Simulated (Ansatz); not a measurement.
F₄Ge, triplet, at the geometry of the source list (a higher spin typed on purpose: for a closed-shell molecule this is an excited state). Base run: R2SCAN/cc-pVDZ (Ansatz, a first-principles code).

Here is a job for Ansatz.
Ansatz 0.2 input:
```yaml
crystal:
  periodic: [false, false, false]
  atoms:
    - {symbol: F, position_ang: [1.27560000, -1.08000000, -0.08540000]}
    - {symbol: Ge, position_ang: [-0.00110000, -0.00030000, -0.00070000]}
    - {symbol: F, position_ang: [0.59470000, 1.56410000, -0.00640000]}
    - {symbol: F, position_ang: [-1.00880000, -0.21820000, -1.31790000]}
    - {symbol: F, position_ang: [-0.86040000, -0.26560000, 1.41050000]}
basis:
  gaussian:
    orbitals: cc-pVDZ
hamiltonian:
  xc: r2scan
magnetization: {spin_polarized: true, initial_magnetization: 2}
```

Each row names what was changed in the base input (with any setting that the change needs).

| change | ΔE vs base (mEh) |
|---|---|
| base | 0.000 |
| final_grid = 4, 8, 17 | 1.247 |
| point_charge = charge:0.5 position_ang:-3.0096, -2.4118, -2.6403 | -2.006 |
| lower_state_search = light | 0.000 |
| final_grid = 10, 20, 41 | 0.078 |
| final_grid = 6, 12, 29 | -0.183 |
| point_charge = charge:1.0 position_ang:-1.8935, -0.2966, -4.2629 | -9.400 |
| nuclear_model = gaussian | 8.820 |
| lower_state_search = full | 0.000 |
| fitting.mean_field = def2-universal-JKFIT | -0.104 |
| fitting.mean_field = cc-pVTZ-JKFIT | -0.108 |
